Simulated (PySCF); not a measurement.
C7H7FO.
Geometry (PBE0-D3(BJ)/def2-SVP, Å), atoms numbered from 1 in this order:
```xyz
16
C7H7FO angstrom
C      2.9028    0.4232    0.2267
O      1.9265   -0.4002   -0.3425
C      0.6271   -0.1361   -0.0877
C     -0.3067   -0.9960   -0.6836
C     -1.6665   -0.8076   -0.4836
C     -2.0989    0.2459    0.3174
F     -3.4079    0.4257    0.5090
C     -1.1930    1.1064    0.9156
C      0.1761    0.9175    0.7145
H      2.8666    0.4039    1.3308
H      2.8073    1.4708   -0.1113
H      3.8749    0.0339   -0.1014
H      0.0648   -1.8121   -1.3056
H     -2.4041   -1.4692   -0.9413
H     -1.5616    1.9235    1.5385
H      0.8787    1.6018    1.1903
```

The closed-shell ground state was solved at several levels (PySCF, density fitting, gas phase, non-relativistic).

| level | basis functions | total energy (Eh) | HOMO (eV) | LUMO (eV) | gap (eV) | dipole (D) |
| --- | --- | --- | --- | --- | --- | --- |
| PBE0/pcSseg-1 | 188 | -445.4614 | -6.41 | -0.52 | 5.89 | 2.44 |
| PBE0/def2-SVPD | 242 | -445.2102 | -6.45 | -0.57 | 5.88 | 2.37 |
| wB97X-D/pcSseg-1 | 188 | -445.8081 | -8.17 | 1.20 | 9.37 | 2.46 |

**Question.** Estimate the row for B3LYP/pcJ-1, a basis of 313 functions; the other rows only guide the guess.

**Answer.** Total energy -446.0210 Eh, HOMO -6.18 eV, LUMO -0.69 eV, gap 5.49 eV, dipole 2.42 D.

**Question.** Over all these levels, which gives the widest orbital gap and which the narrowest?

**Answer.** wB97X-D/pcSseg-1 (range-separated hybrid) has the widest, 9.37 eV, and B3LYP/pcJ-1 (global hybrid, 20 % exact exchange) the narrowest, 5.49 eV. Functional and basis both differ between the two, so the spread mixes both effects.

**Question.** How far do the dipole and the HOMO energy spread over the levels?

**Answer.** The dipole runs from 2.37 to 2.46 D (mean 2.42 D) and the HOMO from -8.17 to -6.18 eV.

One conformer stands for the species.

Note: wB97X-D ran without an empirical dispersion term, which enters the total energy and its gradient alone.
